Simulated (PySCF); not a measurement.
F$_{4}$Sb (SMILES [F][Sb+]([F])([F])[F]), charge +1, singlet, at a GFN2-xTB geometry (core potentials on Sb). Base run: DF-B3LYP/def2-SVP run with PySCF.

PySCF was given this input:
```python
from pyscf import gto, scf, dft

mol = gto.M(
    atom='''
Sb    0.00000000    0.00000000    0.00000000
F     1.78716823   -0.30357238   -0.62788667
F    -0.08155754    0.81022628    1.73702329
F    -0.73508024    1.12801739   -1.36660234
F    -0.97053045   -1.63467128    0.25746573
''',
    basis='def2-svp',
    ecp={'Sb': 'def2-svp'},
    charge=1,
    verbose=5,
)

mf = dft.RKS(mol)
mf.xc = 'b3lyp'
mf = mf.density_fit(auxbasis='def2-universal-jkfit')
mf.kernel()
```

Variants of this job, named by their change:

| change | basis functions | E (Eh) | HOMO (eV) | HOMO-LUMO gap (eV) |
|---|---|---|---|---|
| base | 82 | -639.00459 | -18.87 | 5.86 |
| basis = LANL2DZ | [?] | [?] | [?] | [?] |
| basis = def2-SV(P) | 82 | -639.00459 | -18.87 | 5.86 |
| basis = def2-SVPD | 124 | -639.04581 | -19.18 | 5.94 |
| basis = def2-TZVP | 174 | -639.54632 | -19.11 | 5.97 |
| basis = def2-TZVPP | 174 | -639.54632 | -19.11 | 5.97 |
| basis = def2-TZVPD | [?] | [?] | [?] | [?] |

Complete the blanks.


- basis = LANL2DZ, basis functions: 44
- basis = LANL2DZ, E (Eh): -404.43979
- basis = LANL2DZ, HOMO (eV): -19.30
- basis = LANL2DZ, HOMO-LUMO gap (eV): 5.72
- basis = def2-TZVPD, basis functions: 216
- basis = def2-TZVPD, E (Eh): -639.55037
- basis = def2-TZVPD, HOMO (eV): -19.08
- basis = def2-TZVPD, HOMO-LUMO gap (eV): 5.98

Totals compare only among sets that treat the same electrons; sets with core potentials leave the core out.
